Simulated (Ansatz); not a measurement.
# Worked example: Sn(OH)3 → Sn(OH)2 + OH

Gas-phase species: Sn(OH)3, doublet; Sn(OH)2, singlet; OH, doublet. The bond broken is the one whose loss leaves Sn(OH)2 `[OH][Sn][OH]`, relaxed to its own shape; its unpaired electron may spread away from that site.

Shapes, held fixed at every level: PBE0-D4/def2-TZVP. Flexible molecules stand in one conformer, not always the lowest. Programs: Ansatz 0.2.0. The zero-point and thermal change to 298 K, harmonic and unscaled (PBE0-D4/def2-TZVP), is -8.0 kJ/mol.

At CCSD(T)/def2-TZVPP; 1 Eh = 2625.50 kJ/mol:

```
species  energy (Eh)
Sn(OH)3  -440.895407
Sn(OH)2  -365.186506
     OH   -75.641505
```

Task: Work out ΔH(298 K) of the reaction at this level.

Result: 
1. Products less reactants: (-365.186506) + (-75.641505) − [(-440.895407)] = 0.067396 Eh = +176.9 kJ/mol.
2. With the thermal change: +176.9 + (-8.0) = +168.9 kJ/mol.

Other levels give +89.4 (HF/def2-TZVPP) to +183.8 kJ/mol (r2SCAN-D4/def2-TZVPP). No measured value is set beside it here. Open shells run unrestricted. For atoms past krypton def2 sets carry core potentials with scalar relativity. Outer-core shells of Sn are correlated, in sets that cover them unevenly.
